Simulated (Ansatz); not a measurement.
Method: PBE0-D3(BJ)/def2-TZVP (Ansatz, an electronic-structure program). No frequencies were computed at this level.

Ansatz 0.2 input:
```yaml
crystal:
  periodic: [false, false, false]
  atoms:
    - { symbol: C, position_ang: [-1.345079, -0.252796, 0.091933] }
    - { symbol: O, position_ang: [-0.058106, -0.616895, -0.295996] }
    - { symbol: Si, position_ang: [1.335287, 0.191834, -0.12053] }
    - { symbol: H, position_ang: [-2.025781, -1.055675, -0.195654] }
    - { symbol: H, position_ang: [-1.401467, -0.106577, 1.173896] }
    - { symbol: H, position_ang: [-1.655515, 0.672688, -0.40032] }
    - { symbol: H, position_ang: [1.290447, 1.487875, -0.806268] }
    - { symbol: H, position_ang: [2.230892, -0.768877, -0.740631] }
    - { symbol: H, position_ang: [1.629322, 0.448422, 1.293569] }
basis:
  gaussian: { orbitals: def2-tzvp }
hamiltonian:
  xc: pbe0
  dispersion: d3bj
relax:
  max_steps: 150
```

Output:

```
Functional definition: PBE0
863 factors; their error is unknown
mean field evaluation 1: about -11049.8170 eV, gradient 4.9e1 eV
mean field evaluation 2: about -11043.7046 eV, gradient 7.6e1 eV
mean field evaluation 4: about -11054.4023 eV, gradient 3.2e0 eV
mean field evaluation 8: about -11054.4235 eV, gradient 1.5e-2 eV
mean field evaluation 16: about -11054.4561 eV, gradient 3.2e-5 eV
mean field -11054.45609540 eV, -406.2437685264 hartree, gradient 3.2e-5 eV, S^2 0.000000; 0 other end points of the search recorded, 0 dependent functions left out
reference -11054.45612611 eV, -406.2437696552 hartree; 17, 17 occupied and 118, 118 virtual orbitals, 863 factors
relax step   1: F+E_penalty+E_count = -11054.57269368 eV  Δ(F+E_penalty+E_count) = +0.000e0 eV  max|allowed force component| = 7.288e-1 eV/Å  Δτ_max = 0.0000 Å  (27 SCF iters, accepted)
these checks for a lower state are left out or cut short: starts, cluster_reference, orbital_swaps, neighbouring_geometries, increment
863 factors; their error is unknown
mean field -11054.52477674 eV, -406.2462925192 hartree, gradient 1.4e-5 eV, S^2 0.000000; 0 other end points of the search recorded, 0 dependent functions left out
reference -11054.52480757 eV, -406.2462936520 hartree; 17, 17 occupied and 118, 118 virtual orbitals, 863 factors
relax step   2: F+E_penalty+E_count = -11054.64059005 eV  Δ(F+E_penalty+E_count) = -6.790e-2 eV  max|allowed force component| = 2.475e-1 eV/Å  Δτ_max = 0.1075 Å  (30 SCF iters, accepted)
these checks for a lower state are left out or cut short: starts, cluster_reference, orbital_swaps, neighbouring_geometries, increment
863 factors; their error is unknown
mean field evaluation 32: about -11054.5336 eV, gradient 1.4e-5 eV
mean field -11054.53356510 eV, -406.2466154855 hartree, gradient 1.4e-5 eV, S^2 0.000000; 0 other end points of the search recorded, 0 dependent functions left out
reference -11054.53359594 eV, -406.2466166188 hartree; 17, 17 occupied and 118, 118 virtual orbitals, 863 factors
relax step   3: F+E_penalty+E_count = -11054.64947610 eV  Δ(F+E_penalty+E_count) = -8.886e-3 eV  max|allowed force component| = 1.958e-1 eV/Å  Δτ_max = 0.0498 Å  (29 SCF iters, accepted)
these checks for a lower state are left out or cut short: starts, cluster_reference, orbital_swaps, neighbouring_geometries, increment
863 factors; their error is unknown
mean field -11054.54022792 eV, -406.2468603396 hartree, gradient 1.6e-5 eV, S^2 0.000000; 0 other end points of the search recorded, 0 dependent functions left out
reference -11054.54025869 eV, -406.2468614702 hartree; 17, 17 occupied and 118, 118 virtual orbitals, 863 factors
relax step   4: F+E_penalty+E_count = -11054.65706728 eV  Δ(F+E_penalty+E_count) = -7.591e-3 eV  max|allowed force component| = 9.298e-2 eV/Å  Δτ_max = 0.0476 Å  (30 SCF iters, accepted)
these checks for a lower state are left out or cut short: starts, cluster_reference, orbital_swaps, neighbouring_geometries, increment
863 factors; their error is unknown
mean field -11054.54017511 eV, -406.2468583988 hartree, gradient 1.4e-5 eV, S^2 0.000000; 0 other end points of the search recorded, 0 dependent functions left out
reference -11054.54020577 eV, -406.2468595257 hartree; 17, 17 occupied and 118, 118 virtual orbitals, 863 factors
relax step   5: F+E_penalty+E_count = -11054.65763127 eV  Δ(F+E_penalty+E_count) = -5.640e-4 eV  max|allowed force component| = 5.463e-2 eV/Å  Δτ_max = 0.0399 Å  (29 SCF iters, accepted)
these checks for a lower state are left out or cut short: starts, cluster_reference, orbital_swaps, neighbouring_geometries, increment
863 factors; their error is unknown
mean field -11054.54119100 eV, -406.2468957320 hartree, gradient 1.4e-5 eV, S^2 0.000000; 0 other end points of the search recorded, 0 dependent functions left out
reference -11054.54122169 eV, -406.2468968601 hartree; 17, 17 occupied and 118, 118 virtual orbitals, 863 factors
relax step   6: F+E_penalty+E_count = -11054.65854689 eV  Δ(F+E_penalty+E_count) = -9.156e-4 eV  max|allowed force component| = 7.981e-3 eV/Å  Δτ_max = 0.0126 Å  (31 SCF iters, accepted)
863 factors; their error is unknown
mean field evaluation 64: about -11054.5083 eV, gradient 5.4e-1 eV
mean field -11054.54119100 eV, -406.2468957320 hartree, gradient 4.7e-5 eV, S^2 0.000000; 1 other end points of the search recorded, 0 dependent functions left out
reference -11054.54122169 eV, -406.2468968601 hartree; 17, 17 occupied and 118, 118 virtual orbitals, 863 factors
Total energy: -11054.65857759 eV, -406.2512096098 hartree
Atom 0 at    -1.334634    -0.243045     0.095074 Å, force     0.003647     0.004111     0.001446 eV/Å
Atom 1 at    -0.083386    -0.718758    -0.342340 Å, force     0.005789     0.003323     0.000711 eV/Å
Atom 2 at     1.299449     0.143564    -0.138641 Å, force    -0.007981    -0.004677    -0.001027 eV/Å
Atom 3 at    -2.090592    -0.989631    -0.152501 Å, force    -0.002352    -0.004365    -0.001781 eV/Å
Atom 4 at    -1.346751    -0.083071     1.179697 Å, force    -0.001228     0.000549     0.000172 eV/Å
Atom 5 at    -1.601559     0.698527    -0.399232 Å, force    -0.001152     0.000317     0.000641 eV/Å
Atom 6 at     1.210285     1.460307    -0.830743 Å, force     0.001112     0.000542    -0.000103 eV/Å
Atom 7 at     2.391992    -0.670239    -0.717802 Å, force     0.001004    -0.000190    -0.000256 eV/Å
Atom 8 at     1.555195     0.402343     1.306488 Å, force     0.001161     0.000393     0.000198 eV/Å
Dipole moment:    -0.161449     0.134381     0.092576 e Å
```

Cost: around 17 core-seconds (rough).
